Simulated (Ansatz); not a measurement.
Cs2Cl2⁻. The state is a doublet with charge -1. Geometry PBE-D4/def2-TZVP, that of the neutral singlet; atoms count from 1.

| atom | x (Å) | y (Å) | z (Å) |
| --- | --- | --- | --- |
| Cs1 | 0.904 | 1.256 | -1.707 |
| Cs2 | -0.904 | -1.256 | 1.707 |
| Cl3 | 0.880 | -1.790 | -0.852 |
| Cl4 | -0.880 | 1.790 | 0.852 |

In the def2 sets Cs takes a core potential; there is no spin–orbit coupling. The highest occupied level of the charge -1 doublet lies above zero (up to 0.48 eV). By energy differences its removal costs 0.17 eV (vertical, to the charge 0 singlet, at PBE0-D4/def2-TZVPD); a positive level beside a positive removal energy at the same level points to self-interaction error. The structure comes from a short search, and lower isomers may exist.

Question: Estimate the Mulliken populations from the PBE0/def2-TZVPD orbitals of Ansatz.

Answer: 
| atom | charge (e) | spin (α − β) |
| --- | --- | --- |
| Cs1 | 0.49 | 0.49 |
| Cs2 | 0.49 | 0.49 |
| Cl3 | -0.99 | 0.01 |
| Cl4 | -0.99 | 0.01 |
Mulliken values and Mayer orders depend strongly on the basis. With diffuse functions, as here, like atoms can get unlike values, and bond orders can come out too low or too high.

Question: Where does the spin sit?

Answer: Summed by element: Cs 0.98, Cl 0.02, of 1 unpaired in all. Largest on single atoms: Cs1 0.49, Cs2 0.49, Cl3 0.01.

Question: And the Mayer bond orders between bonded heavy atoms (over 0.3)?

Answer: Cs1–Cs2 0.47 (4.61 Å).
